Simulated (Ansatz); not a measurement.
Consider the formal exchange of groups at a B–Se bond: `C[Se]B(Cl)Cl` + SiH₄ → `[SiH3]B(Cl)Cl` + `C[SeH]`.

Program: Ansatz. Geometries: PBE0-D4/def2-TZVP. ΔE: electronic, gas phase. CCSD(T)/CBS is the MP2 limit (def2-TZVPP, def2-QZVPP) plus CCSD(T) − MP2 in def2-TZVPP, frozen cores. This one scheme is used for every species. DFT in def2-TZVPP. For Se outer-core shells are correlated without core-valence functions, which leaves a few kJ/mol of doubt a bond. Scalar relativity is left out up to krypton. One conformer a species, not always the lowest.

**Question.** Is it downhill or uphill in electronic energy at CCSD(T)/CBS, and by how much? (An estimate is asked.)

**Answer.** Ansatz gave: Uphill: ΔE = +21.8 kcal/mol.

**Question.** What do these levels give: LDA (SPW92), BHLYP, LC-ωPBE, HF/def2-QZVPP, HF/CBS(def2), MP2/CBS(def2)? (Estimate.)

**Answer.** Computed: LDA (SPW92) 21.5, BHLYP 20.0, LC-ωPBE 19.6, HF/def2-QZVPP 18.9, HF/CBS(def2) 18.8, MP2/CBS(def2) 24.9 kcal/mol.

Largest T1 diagnostic among the species: 0.013.

The D4 term adds +1.5 kcal/mol with B3LYP and +0.8 kcal/mol with PBE0; it sums over pairs of atoms, weighted by their polarisabilities, and B3LYP, whose exchange is more repulsive, gets the larger term. From BLYP to BHLYP (50 % exact exchange), in def2-TZVPP and without D4, ΔE moves by +0.8 kcal/mol. Leaving LDA and LC-ωPBE aside and taking each functional with its dispersion term where it has one, the values, not all of them listed here, spread over 1.7 kcal/mol, from ωB97X-V to PBE-QIDH. LDA lies +1.7 kcal/mol from PBE without D4.

B3LYP here is the variant with VWN-RPA as its local correlation; programs differ in this.
